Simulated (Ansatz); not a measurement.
Consider the formal exchange of groups at the Si–Ge bond: `BO[SiH2][GeH2][F]` + CH₄ → `BO[SiH2]C` + `[F][GeH3]`.

Gas-phase electronic energies from Ansatz, PBE0-D4/def2-TZVP geometries. CCSD(T)/CBS is the MP2 limit (def2-TZVPP, def2-QZVPP) plus CCSD(T) − MP2 in def2-TZVPP, frozen cores. This one scheme is used for every species. Functionals use def2-TZVPP. For Ge outer-core shells are correlated without core-valence functions, which leaves a few kJ/mol of doubt a bond. Scalar relativity is left out up to krypton. One conformer a species, not always the lowest.

CCSD(T)/CBS gives +3.6 kJ/mol.

Q: Another level gave -4.5 kJ/mol. Which?
A. PBE-D4/def2-TZVPP
B. PBE0-D4/def2-TZVPP
C. CCSD(T)/def2-TZVPP
D. HF/def2-TZVPP

A: D. HF/def2-TZVPP -4.5, PBE0-D4 9.3, CCSD(T)/def2-TZVPP 2.2, PBE-D4 14.1 kJ/mol.

Largest T1 diagnostic among the species: 0.013.

In def2-TZVPP, CCSD(T) changes the Hartree–Fock value by +6.7 kJ/mol (the triples alone add +0.9 kJ/mol) and MP2 by +3.2 kJ/mol. From PBE to PBE0 (25 % exact exchange), in def2-TZVPP and without D4, ΔE moves by −4.8 kJ/mol.
